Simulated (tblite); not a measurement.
Compound: C5H7NOSi.
Atom-mapped SMILES: `[CH3:1]/[CH:2]=[CH:3]\[Si@@H:4]([C:5]#[N:6])[CH:7]=[O:8]` (hydrogens: H9, H10, H11 on C1; H12 on C2; H13 on C3; H14 on Si4; H15 on C7)

Structure optimised with GFN2-xTB, isolated species.

(1) List the bond lengths, angles and torsions at this level.

## Answers

(1) 
```tsv
bond	length (bohr)
C1–C2	2.810
C2=C3	2.514
C3–Si4	3.539
Si4–C5	3.538
C5≡N6	2.165
Si4–C7	3.637
C7=O8	2.274
C1–H9, C1–H10, C1–H11	2.058
C2–H12	2.050
C3–H13	2.049
Si4–H14	2.775
C7–H15	2.100
```

Bonds in one row agree within 0.02 bohr and their mean is given. A selection of angles:
```tsv
angle	degrees
C2–C1–H9	109.9
C2–C1–H11	111.8
H9–C1–H10	107.3
H9–C1–H11	109.1
C1–C2–C3	126.1
C1–C2–H12	114.4
C3–C2–H12	119.5
C2–C3–Si4	126.9
C2–C3–H13	118.1
Si4–C3–H13	115.0
C3–Si4–C5	111.8
C3–Si4–C7	108.4
C3–Si4–H14	117.8
C5–Si4–C7	103.8
C5–Si4–H14	105.7
C7–Si4–H14	108.4
Si4–C5–N6	179.3
Si4–C7–O8	123.3
Si4–C7–H15	117.4
O8–C7–H15	119.3
```

Dihedral angles: C1–C2–C3–Si4 0° (synperiplanar); C2–C3–Si4–C5 56° (synclinal); C3–Si4–C7–O8 10° (synperiplanar).

The C–Si distances run from 1.872 Å (Si4–C5, drawn single) to 1.925 Å (Si4–C7, drawn single), a spread of 0.053 Å. Of the pairs four or more bonds apart, Si4···H11 is among the closest relative to their van der Waals radii: 2.82 Å, 86 % of the sum of Bondi's values. The C–C distances run from 1.330 Å (C2=C3, drawn double) to 1.487 Å (C1–C2, drawn single), a spread of 0.157 Å. Si4 (SiH silicon) is distorted tetrahedral (angles from 103.8° to 117.8°).

Point group: C1 (no symmetry element, even within 0.4 Å). Its GFN2-xTB frequencies are all real (lowest 34 cm⁻¹). The numbers are those of one conformer.

The numbers are calculated, not measured.
